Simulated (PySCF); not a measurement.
Vertical excitations of a molecule C10H8S from PySCF with TDA-PBE0/def2-SVP, as energy in eV (oscillator strength): 4.61 (0.671), 4.78 (0.003), 5.37 (0.046), 5.73 (0.045), 5.96 (0.040), 6.01 (0.000), 6.26 (0.075), 6.51 (0.043), 6.78 (0.001), 6.82 (0.000). Lowest triplet (TDA): 2.86 eV. Coordinates come from a r2SCAN-D4/def2-SVP optimisation. The geometry has at least one imaginary mode, so it is a saddle point at that level. The values are those of a single conformer.

Task: Identify the compound among the candidates.
A) Sc1cccc2ccccc12
B) C=Cc1cccc2ccsc12
C) c1ccc(-c2cccs2)cc1
D) Sc1ccc2ccccc2c1

Result: C, c1ccc(-c2cccs2)cc1
